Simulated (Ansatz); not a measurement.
Computed with frozen-core CCSD(T)/cc-pVQZ // CAM-B3LYP-D3(BJ)/def2-TZVP (Ansatz, a first-principles code). The restricted HF reference is unstable towards unrestricted orbitals.

Ansatz 0.2 input:
```yaml
crystal:
  periodic: [false, false, false]
  atoms:
    - { symbol: F, position_ang: [1.749158, 1.094634, 0.781735] }
    - { symbol: Si, position_ang: [0.821246, 0.162159, -0.103146] }
    - { symbol: Si, position_ang: [-1.219616, -0.476093, 0.528898] }
    - { symbol: Cl, position_ang: [2.09636, -0.967529, -1.208424] }
    - { symbol: H, position_ang: [-1.800566, 0.86612, 0.827062] }
    - { symbol: H, position_ang: [-1.739541, -0.8335, -0.823797] }
basis:
  gaussian: { orbitals: cc-pVQZ }
correlation:
  method: ccsd_t
```

Output:

```
Functional definition: HF
1751 factors; integrals over basis functions are off by at most 1.0e-3 eV
mean field evaluation 1: about -30967.6300 eV, gradient 2.8e1 eV
mean field evaluation 2: about -30967.7396 eV, gradient 2.9e1 eV
mean field evaluation 4: about -30969.6001 eV, gradient 2.5e0 eV
mean field evaluation 8: about -30969.6472 eV, gradient 2.6e-1 eV
mean field evaluation 16: about -30969.6478 eV, gradient 2.1e-6 eV
mean field -30969.64783511 eV, -1138.1135659592 hartree, gradient 2.1e-6 eV, S^2 0.000000; 0 other end points of the search recorded, 0 dependent functions left out; unrestricted orbitals would lower it
16 core orbitals not correlated
reference -30969.64783511 eV, -1138.1135659592 hartree; 12, 12 occupied and 264, 264 virtual orbitals, 1751 factors
second order -19.89948777 eV of doubles, -0.00000000 eV of singles
cycle   1  -20.23450657 eV  change   -3.4e-1 eV  update   1.1e-1
cycle   2  -20.71618809 eV  change   -4.8e-1 eV  update   3.8e-2
cycle   3  -20.85036735 eV  change   -1.3e-1 eV  update   2.3e-2
cycle   4  -20.82857960 eV  change    2.2e-2 eV  update   7.7e-3
cycle   5  -20.82362716 eV  change    5.0e-3 eV  update   3.8e-3
cycle   6  -20.82607685 eV  change   -2.4e-3 eV  update   1.7e-3
cycle   7  -20.82561626 eV  change    4.6e-4 eV  update   6.6e-4
cycle   8  -20.82567643 eV  change   -6.0e-5 eV  update   3.0e-4
cycle   9  -20.82590733 eV  change   -2.3e-4 eV  update   9.9e-5
cycle  10  -20.82586830 eV  change    3.9e-5 eV  update   3.8e-5
cycle  11  -20.82585680 eV  change    1.1e-5 eV  update   1.5e-5
perturbative correction -0.94637708 eV, -0.0347787162 hartree
Total energy: -30991.42006900 eV, -1138.9136807966 hartree
```

Cost: roughly 40 core-minutes.
